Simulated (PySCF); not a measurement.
**Ruthenium: a sound run and one with changed settings**

Sound run: Ru [Kr] 4d7 5s1, Ru⁺ [Kr] 4d7. Computed with PySCF 2.14 in cc-pVDZ-PP with ECP28MDF (4s4p3d1f, 38 functions), with a scalar-relativistic core potential. The sound run starts from symmetry-adapted Hartree-Fock orbitals and uses a fine grid where one is needed.

Changed run: radial step 1.2 in ln r (0.13 in the sound run). This setting is unsound on purpose.

| species | method | sound run (hartree) | changed run (hartree) | converged |
| --- | --- | --- | --- | --- |
| Ru | UHF | -93.81220 | -93.81220 | yes |
| Ru | MN15 | -94.29211 | -93.00019 | yes |
| Ru | LDA | -94.28753 | -91.72391 | yes |
| Ru⁺ | UHF | -93.58083 | -93.58083 | yes |
| Ru⁺ | MN15 | -94.01331 | -92.65310 | yes |
| Ru⁺ | LDA | -93.98998 | -91.04895 | yes |

Ionisation energy of Ru:

```
method  sound run (eV)  changed run (eV)
   UHF           6.296             6.296
  MN15           7.586             9.445
   LDA           8.097            18.366
```

A coarse radial grid mis-integrates the density and the exchange-correlation energy, with errors of either sign; Hartree-Fock needs no grid.

For comparison, NIST gives 7.361 eV between the lowest levels.
